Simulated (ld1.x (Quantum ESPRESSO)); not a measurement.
## vanadium (V), PAW: configuration errors across variants

vanadium (V), PAW, made with ld1.x (Quantum ESPRESSO) 7.5 (PBE, scalar-relativistic). Core [Ne], reference 3s2 3p6 3d3 4s2 4p0. Waves: 3s (bound): rcut 1.30, rcutus 1.50 bohr; 4s (bound): rcut 1.30, rcutus 1.50 bohr; 3p (bound): rcut 1.45, rcutus 1.55 bohr; 4p (bound, empty): rcut 1.45, rcutus 1.55 bohr; 3d (bound): rcut 1.20, rcutus 1.40 bohr; 3d channel at 2.95 Ry: rcut 1.20, rcutus 1.40 bohr. Local part: all-electron potential smoothed inside 1.40 bohr (lloc = -1). Core correction: Bessel-smoothed model core inside 1.20 bohr. Augmentation charge: BESSEL, radius 1.25 bohr.

All-electron excitation energies from the reference (eV): (1) 3s2 3p6 3d3 4s1 4p0 7.735; (2) 3s2 3p6 3d3 4s0 4p0 22.031; (3) 3s2 3p6 3d2 4s0 4p0 50.928; (4) 3s2 3p6 3d3 4s1.5 4p0 3.092; (5) 3s2 3p6 3d3 4s1 4p1 3.347; (6) 3s2 3p6 3d3 4s0 4p1 11.840; (7) 3s2 3p5 3d3 4s2 4p0 50.947.

The overlap operator is not positive definite (basis up to 400 Ry) in “base”, “local potential all-electron potential smoothed inside 1.10 bohr (lloc = -1)”, “waves 3d (bound): rcut 1.20, rcutus 1.98 bohr; 3d channel at 2.95 Ry: rcut 1.20, rcutus 1.98 bohr”, “augmentation BESSEL, radius 0.90 bohr”, “core correction Bessel-smoothed model core inside 1.00 bohr”. Such files are unfit for use, however small their errors in these radial tests.

4 further variants failed, have other tests or another functional or relativity, and are left out.

Errors AE − PS in meV (a dash: test not solved or not reliable):

```tsv
change	(1)	(2)	(3)	(4)	(5)	(6)	(7)	bound ghosts
base	-0.2	+1.2	-1.9	-0.2	+0.5	+4.0	-15	not determined (overlap not positive)
local potential all-electron potential smoothed inside 1.10 bohr (lloc = -1)	-0.3	-0.1	+1.4	-0.2	+0.1	+0.7	-5.1	not determined (overlap not positive)
waves 3d (bound): rcut 1.20, rcutus 1.98 bohr; 3d channel at 2.95 Ry: rcut 1.20, rcutus 1.98 bohr	-0.5	-0.7	+7.3	-0.2	+0.3	+2.2	+4.5	not determined (overlap not positive)
augmentation BESSEL, radius 0.90 bohr	-0.5	-1.0	-1.6	-0.3	-0.3	-0.1	-17	not determined (overlap not positive)
core correction Bessel-smoothed model core inside 1.00 bohr	-0.2	+1.3	-1.9	-0.2	+0.5	+4.1	-15	not determined (overlap not positive)
```

**Question.** Give the same row for: waves 3p (bound): rcut 1.08, rcutus 1.14 bohr; 4p (bound): rcut 1.08, rcutus 1.14 bohr.

**Answer.** -0.4, -0.8, -0.7, -0.2, 0.0, 0.0, -15; bound ghosts: none.
